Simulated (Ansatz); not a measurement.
Ideal-gas functions of CH3BClFO (`OC(F)BCl`) at 500 K and 1 bar, from an Ansatz frequency run at PBE0-D4/def2-TZVP.

Molar mass 96.3 g/mol, point group C1 (symmetry number 1), electronic degeneracy 1, moments of inertia 58.352, 258.503, 294.378 u Å². Harmonic wavenumbers (cm⁻¹, unscaled): 21, 237, 257, 347, 389, 565, 814, 849, 967, 994, 1090, 1176, 1233, 1362, 1465, 2693, 3044, 3837.

Use S(trans) = R[1.5 ln M + 2.5 ln T − 1.1517]; rotational temperatures θ = 24.2544 K / I; S(rot) = R[ln(√π/σ · √(T³/θAθBθC)) + 1.5]; for each mode x = 1.438777 ν̃/T, S = R[x/(eˣ − 1) − ln(1 − e⁻ˣ)] and H = RT x/(eˣ − 1); 1 cm⁻¹ = 0.0119627 kJ/mol; R = 8.31446 J/(mol·K).

By hand: the entropy, in J/(mol·K).

Translation 176.6. Rotation: θ = 0.4157, 0.0938, 0.0824 K, giving 118.6. Vibration, mode by mode: 31.65, 11.66, 11.01, 8.66, 7.80, 5.13, 2.91, 2.69, 2.06, 1.93, 1.55, 1.27, 1.12, 0.83, 0.65, 0.03, 0.01, 0.00, in all 91.0. Electronic 0.0. Sum 386.2 J/(mol·K).

By hand: H − E and G − E in kJ/mol, counted from the electronic energy.

Zero-point energy ½ × 21340 × 0.0119627 = 127.6; thermal vibration 21.7; translation, rotation and pV give 4 RT = 16.6. H − E = 165.9 kJ/mol, and G − E = 165.9 − 500 × 386.2/1000 = -27.2 kJ/mol.

Vibration gives 24 % of the entropy, 31.6 J/(mol·K) of it from the mode under 150 cm⁻¹: soft modes count most, and the harmonic formula is weakest for them. The sum counts one conformer and one mirror image; others add a mixing term.
